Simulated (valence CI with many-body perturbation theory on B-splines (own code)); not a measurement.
**Ladder of approximations for Nd²⁷⁺**

Computed by configuration interaction combined with many-body perturbation theory (CI+MBPT): five valence electrons over a frozen Dirac-Fock core [Ar] 3d10, radial functions for each j: 9 s, 9 p, 8 d, 6 f, 3 g, 1 h, with the one-electron correlation potential Σ1 (screened to all orders), the two-electron term Σ2, the three-electron term Σ3, Breit, model QED; selected single and double excitations, second order for the rest (own B-spline code, finite nucleus).

The last digits are not significant, and no measured levels were compared; by estimate large intervals hold to a few tenths of a per cent, small ones and those within an open d or f shell to about a per cent. Among the levels kept, up to 270 cm⁻¹ of a level comes from second order outside the variational space, and about a tenth of that is noise between levels of different J, which matters for small intervals.

Each rung adds one term. CI alone is the Dirac-Coulomb CI over the frozen core; QED comes last and gives the full result, which names the levels. Energies are above (4s^2 4p1/2^2 4p3/2) J=3/2 on the same rung, in cm⁻¹.

Levels are named by their leading jj configuration (3d3/2^4 stands for four electrons in 3d with j = 3/2), which in mixed levels can hold well under half, so a name can repeat and another be missing. Letters in brackets count levels of one name in rising energy.

| Level | CI alone | + Σ1 | + Σ2 | + Σ3 | + Breit | Full |
| --- | --- | --- | --- | --- | --- | --- |
| (4s^2 4p1/2 4p3/2^2) J=3/2 | 209820 | 210960 | 212075 | 212199 | 209296 | 209675 |
| (4s^2 4p1/2 4p3/2^2) J=5/2 | 241888 | 243055 | 243702 | 243724 | 240588 | 240967 |
| (4s^2 4p1/2 4p3/2^2) J=1/2 | 282320 | 283508 | 283455 | 283316 | 280416 | 280777 |
| (4s^2 4p3/2^3) J=3/2 | 496453 | 498797 | 500013 | 499990 | 494020 | 494750 |
| (4s 4p1/2^2 4p3/2^2) J=5/2 | 717948 | 718729 | 720736 | 721139 | 720631 | 717311 |
| (4s 4p1/2^2 4p3/2^2) J=3/2 | 793084 | 793532 | 793644 | 793990 | 793087 | 790494 |
| (4s 4p1/2^2 4p3/2^2) J=1/2 | 810122 | 811055 | 810905 | 811072 | 810506 | 807158 |
| (4s^2 4p1/2^2 4d3/2) J=3/2 | 876744 | 876514 | 874973 | 875168 | 873545 | 872297 |
| (4s^2 4p1/2^2 4d5/2) J=5/2 | 940818 | 940560 | 938277 | 938510 | 935387 | 934940 |
| (4s 4p1/2 4p3/2^3) J=3/2 [a] | 957233 | 958930 | 960861 | 961256 | 958029 | 955292 |
| (4s 4p1/2 4p3/2^3) J=5/2 | 995724 | 997466 | 999138 | 999499 | 995740 | 993162 |
| (4s^2 4p1/2 4p3/2 4d3/2) J=1/2 [a] | 1032120 | 1033280 | 1033320 | 1033700 | 1029860 | 1028190 |
| (4s^2 4p1/2 4p3/2 4d3/2) J=3/2 [a] | 1033980 | 1034910 | 1035460 | 1035900 | 1031670 | 1030460 |
| (4s^2 4p1/2 4p3/2 4d3/2) J=5/2 [a] | 1062820 | 1063220 | 1063680 | 1064100 | 1059270 | 1059050 |
| (4s^2 4p1/2 4p3/2 4d3/2) J=7/2 | 1087260 | 1087660 | 1087970 | 1088320 | 1083170 | 1083010 |
| (4s^2 4p1/2 4p3/2 4d3/2) J=1/2 [b] | 1092330 | 1093380 | 1091710 | 1091980 | 1087730 | 1086530 |
| (4s^2 4p1/2 4p3/2 4d5/2) J=7/2 [a] | 1109600 | 1110340 | 1110650 | 1111110 | 1105120 | 1105080 |
| (4s 4p1/2 4p3/2^3) J=3/2 [b] | 1116250 | 1117450 | 1113910 | 1114090 | 1109820 | 1108350 |
| (4s^2 4p1/2 4p3/2 4d5/2) J=9/2 | 1142750 | 1143540 | 1143560 | 1143890 | 1137520 | 1137480 |
| (4s^2 4p1/2 4p3/2 4d5/2) J=5/2 [a] | 1158910 | 1159680 | 1156360 | 1156580 | 1150920 | 1150740 |
| (4s^2 4p1/2 4p3/2 4d5/2) J=3/2 [a] | 1169530 | 1170300 | 1164590 | 1164670 | 1159730 | 1159180 |
| (4s^2 4p1/2 4p3/2 4d3/2) J=5/2 [b] | 1197320 | 1198020 | 1192170 | 1192190 | 1186850 | 1186520 |
| (4s^2 4p1/2 4p3/2 4d3/2) J=1/2 [c] | 1201360 | 1201920 | 1194970 | 1194920 | 1190260 | 1189890 |
| (4s^2 4p1/2 4p3/2 4d3/2) J=3/2 [b] | 1208400 | 1209230 | 1201990 | 1201980 | 1196920 | 1196370 |
| (4s^2 4p1/2 4p3/2 4d5/2) J=7/2 [b] | 1212060 | 1212930 | 1210550 | 1210660 | 1204340 | 1204310 |
| (4s^2 4p1/2 4p3/2 4d5/2) J=3/2 [b] | 1246290 | 1247150 | 1243740 | 1243560 | 1237730 | 1237590 |
| (4s^2 4p1/2 4p3/2 4d5/2) J=5/2 [b] | 1253270 | 1253980 | 1245840 | 1245620 | 1240090 | 1239950 |
| (4s^2 4p1/2 4p3/2 4d5/2) J=1/2 | 1261460 | 1263230 | 1260140 | 1260100 | 1254020 | 1253180 |
| (4s 4p3/2^4) J=1/2 | 1300150 | 1302050 | 1297270 | 1297250 | 1291180 | 1289700 |
| (4s^2 4p3/2^2 4d5/2) J=7/2 | 1360990 | 1362920 | 1363820 | 1364260 | 1355140 | 1355460 |
| (4s^2 4p3/2^2 4d5/2) J=9/2 | 1372850 | 1374770 | 1375590 | 1375940 | 1366790 | 1367100 |

Question: How does the ionisation energy move along the ladder, and which term matters most?

Answer: CI alone 979.50, + Σ1 980.87, + Σ2 980.97, + Σ3 980.73, + Breit 980.19, + QED 980.17 eV. The largest step is Σ1, 1.37 eV. NIST lists 978 ± 4 eV (theoretical).
